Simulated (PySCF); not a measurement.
H6ClNSi2 (SMILES N[SiH2][SiH2]Cl), singlet, geometry from GFN2-xTB. Base run: M062X/6-31G (PySCF).

Input for PySCF:
```python
from pyscf import gto, scf, dft, solvent

mol = gto.Mole()
mol.atom = '''
    Si    0.79388797    0.35786447   -0.75697685
    Cl    1.73683234    0.19744236    1.04440163
    Si   -1.33612925   -0.55959264   -0.64537585
    N    -2.33019624   -0.05776733    0.67351902
    H     0.85450507    1.79219770   -1.06462196
    H     1.69178604   -0.29449976   -1.71358235
    H    -2.10558469   -0.17249243   -1.83135875
    H    -1.30312366   -2.01992135   -0.51354302
    H    -2.70621473    0.87684881    0.67689742
    H    -2.05476619   -0.31008747    1.60968539
'''
mol.basis = '6-31g'
mol.verbose = 4
mol.build()

mf = dft.RKS(mol)
mf.xc = 'm062x'
mf.kernel()
mf.analyze()
```

Each row names what was changed in the base input (with any setting that the change needs).

```csv
change,ΔE vs base (kJ/mol),dipole (D),HOMO-LUMO gap (eV)
base,0.00,2.05,8.27
model = IEF-PCM; solvent = toluene; vdw_scale = 1.1,___,___,8.32
model = IEF-PCM; solvent = toluene; vdw_scale = 1.0,-23.16,2.36,8.35
model = IEF-PCM; solvent = dichloromethane,-23.20,2.47,8.33
model = IEF-PCM; solvent = toluene; vdw_scale = 1.4,-7.32,2.23,8.27
model = IEF-PCM; solvent = toluene; lebedev_order = 11,-12.32,2.29,8.29
model = ddCOSMO; solvent = toluene,___,2.31,8.34
model = C-PCM; solvent = toluene,-15.54,2.31,8.32
model = IEF-PCM; solvent = n-hexane,___,___,8.29
model = SS(V)PE; solvent = toluene,-12.58,2.29,8.29
model = IEF-PCM; solvent = methanol,-26.7,2.52,8.34
model = IEF-PCM; solvent = toluene; lebedev_order = 41,-12.70,2.29,8.29
```

Problem. Complete the blanks.

Solution. 
- model = IEF-PCM; solvent = toluene; vdw_scale = 1.1, ΔE vs base (kJ/mol): -17.02
- model = IEF-PCM; solvent = toluene; vdw_scale = 1.1, dipole (D): 2.32
- model = ddCOSMO; solvent = toluene, ΔE vs base (kJ/mol): -13.72
- model = IEF-PCM; solvent = n-hexane, ΔE vs base (kJ/mol): -9.73
- model = IEF-PCM; solvent = n-hexane, dipole (D): 2.24

The base is the gas phase, so ΔE is the electrostatic part of solvation at a fixed geometry, without cavity and dispersion terms.
